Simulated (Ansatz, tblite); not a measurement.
Removing and adding an electron: the cluster As₃S₃ (the lowest doublet isomer of a short search). Total charge 0; doublet. Geometry: PBE0-D4/def2-SVP. Ansatz, gas phase; energy differences of separate SCF runs; the oxidised species is a singlet (the triplet lies 1.17 eV higher at PBE0-D4/def2-TZVP); the reduced species is a singlet (the triplet lies 1.66 eV higher at PBE0-D4/def2-TZVPD).

```xyz
6

As    1.6329   -0.6762   -0.3165
As    0.7938    1.6104    0.0186
As   -1.9266   -0.7081    0.0072
S    -1.3945    1.3941   -0.4804
S     1.1237    0.1608    1.7167
S    -0.2292   -1.7811   -0.9456
```

The xTB rows come from tblite. The structure comes from a short search, and lower isomers may exist.

| level | −HOMO (eV) | vertical IE (eV) | −LUMO (eV) | vertical EA (eV) | HOMO–LUMO gap (eV) | IE − EA (eV) | remarks |
| --- | --- | --- | --- | --- | --- | --- | --- |
| GFN1-xTB | – | 12.91 | – | 5.56 | – | 7.35 | – |
| GFN2-xTB | – | 11.79 | – | 6.33 | – | 5.46 | – |
| PBE-D4/def2-TZVP | 4.95 | 7.39 | 4.19 | – | 0.75 | – | – |
| PBE-D4/def2-TZVPD | 5.01 | – | 4.26 | 2.04 | 0.74 | – | HOMO above zero (-1 singlet) |
| B97M-V/def2-TZVP | 5.20 | 7.56 | 4.05 | – | 1.16 | – | – |
| B97M-V/def2-TZVPD | 5.28 | – | 4.14 | 1.99 | 1.14 | – | HOMO above zero (-1 singlet) |
| PBE0-D4/def2-TZVP | 6.02 | 7.71 | 3.43 | – | 2.59 | – | – |
| PBE0-D4/def2-TZVPD | 6.05 | – | 3.49 | 2.02 | 2.57 | – | – |

Relaxing the reduced species (PBE0-D4/def2-SVPD) changes its energy by -0.09 eV at PBE0-D4/def2-TZVPD, so the adiabatic electron affinity to this nearest minimum is 2.11 eV. At PBE-D4/def2-TZVPD it is 2.16 eV.     A HOMO above zero means that the electron is unbound at that level or that self-interaction error raises the level; the energy of removing that electron tells which. HOMO and LUMO are the levels of the spin that leaves or enters (xTB has no such levels and no spin-polarisation term). Other spin states of the ions may lie lower, which would lower the ionisation energy or raise the affinity. Raw xTB energy differences between charge states are shifted by several eV; the methods need an empirical correction for them.
